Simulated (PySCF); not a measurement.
One of the candidates below gave these computed data.

All candidates are C5H9ClN2Si.

| technique | computed result |
| --- | --- |
| 13C NMR | chemical shifts (computed TMS as zero) by class: 161.9 (1 C), 121.9 (1 C), 39.6 (1 C), 24.5 (1 C), 3.8 (1 C) ppm [GIAO PBE0/pcSseg-1] |
| 1H NMR | chemical shifts (computed TMS as zero) by class: 7.80 (1 H), 5.46 (1 H), 3.76 (3 H), 2.57 (1 H), 1.93 (1 H), 1.90 (1 H), 1.84 (1 H) ppm [GIAO PBE0/pcSseg-1] |
| Dipole | 2.47 D [PBE0/pcSseg-1] |
| Rotational structure | rotational constants A, B, C: 1.353, 0.874, 0.601 GHz [GFN2-xTB] |
| NMR, other nuclei | isotropic shieldings of nuclei other than C and H, by class: -126 (1 N), -32 (1 N), 346 (1 Si), 966 (1 Cl) ppm [GIAO PBE0/pcSseg-1] |

Electronic properties: PySCF, gas phase, density fitting. Levels stand in brackets. The structure is a single GFN2-xTB conformer in the gas phase; no vibrational or solvent corrections. GFN2-xTB frequencies show an imaginary mode (32i cm⁻¹), so this geometry is no minimum at that level. NMR values are class means; diastereotopic atoms form classes of their own.

Question: Which candidate is it?
A. `C=CC[Si@H](Cl)/N=C\N=C`
B. `[H]/N=C/C=N\[Si@@H](Cl)CC=C`
C. `C/N=C\C[Si@H](Cl)CC#N`

Answer: C. It is `C/N=C\C[Si@H](Cl)CC#N`. Numbering: `[CH3:1]/[N:2]=[CH:3]\[CH2:4][Si@H:5]([Cl:6])[CH2:7][C:8]#[N:9]`. Its formula, C5H9ClN2Si, gives 3 degrees of unsaturation: 0 rings and 3 π bonds in the structure found. 5 carbons fall into 5 classes; from least to most shielded: imine carbon [C3] (161.9 ppm), nitrile carbon [C8] (121.9 ppm), N-methyl carbon [C1] (39.6 ppm), sp3 carbon bound to silicon [C4] (24.5 ppm), sp3 carbon bound to silicon [C7] (3.8 ppm). Hydrogen classes from least to most shielded: 1 H on an imine carbon, C3 (7.80 ppm), 1 H on a chlorine-bound silicon, Si5 (5.46 ppm), 3 H on an N-methyl carbon, C1 (3.76 ppm, a mean of values up to 1.3 ppm apart in this geometry), 1 H on an sp3 carbon bound to silicon, C4 (2.57 ppm), 1 H on an sp3 carbon bound to silicon, C7 (1.93 ppm), 1 H on an sp3 carbon bound to silicon, C4 (1.90 ppm), 1 H on an sp3 carbon bound to silicon, C7 (1.84 ppm). The other shieldings belong to: -126 ppm, imine nitrogen [N2]; -32 ppm, nitrile nitrogen [N9]; 346 ppm, chlorine-bound silicon [Si5]; 966 ppm, silicon-bound chlorine [Cl6]. The optimised geometry has point group C1 and is an asymmetric top.

The others, at the same levels:
- `C=CC[Si@H](Cl)/N=C\N=C` fails: its computed 13C shifts are 162.6 (1 C), 152.3 (1 C), 138.6 (1 C), 121.7 (1 C), 32.6 (1 C) ppm, 1H shifts are 8.75 (1 H), 7.91 (1 H), 7.41 (1 H), 6.10 (1 H), 5.50 (1 H), 5.36 (1 H), 5.22 (1 H), 1.95 (1 H), 1.87 (1 H) ppm and rotational constant A is 1.180 GHz (against 1.353 GHz).
- `[H]/N=C/C=N\[Si@@H](Cl)CC=C` fails: its computed 13C shifts are 180.1 (1 C), 168.8 (1 C), 138.1 (1 C), 124.9 (1 C), 32.2 (1 C) ppm, 1H shifts are 12.90 (1 H), 8.73 (1 H), 8.01 (1 H), 6.03 (1 H), 5.98 (1 H), 5.60 (1 H), 5.47 (1 H), 2.25 (1 H), 1.94 (1 H) ppm and rotational constant A is 2.231 GHz (against 1.353 GHz).

Each candidate is one conformer, not necessarily the lowest. The conformers computed, where there is a choice (atom-mapped SMILES and torsion angles):
- `[CH3:1]/[N:2]=[CH:3]\[CH2:4][Si@H:5]([Cl:6])[CH2:7][C:8]#[N:9]`: N2–C3–C4–Si5 107°, C3–C4–Si5–Cl6 62°, C4–Si5–C7–C8 -64°
- `[CH2:1]=[CH:2][CH2:3][Si@H:4]([Cl:5])/[N:6]=[CH:7]\[N:8]=[CH2:9]`: C1–C2–C3–Si4 106°, C2–C3–Si4–Cl5 167°, C3–Si4–N6–C7 35°, N6–C7–N8–C9 76°
- `[H]/[N:9]=[CH:8]/[CH:7]=[N:6]\[Si@H:4]([CH2:3][CH:2]=[CH2:1])[Cl:5]`: C1–C2–C3–Si4 102°, C2–C3–Si4–Cl5 -57°, C3–Si4–N6–C7 -118°, N6–C7–C8–N9 179°
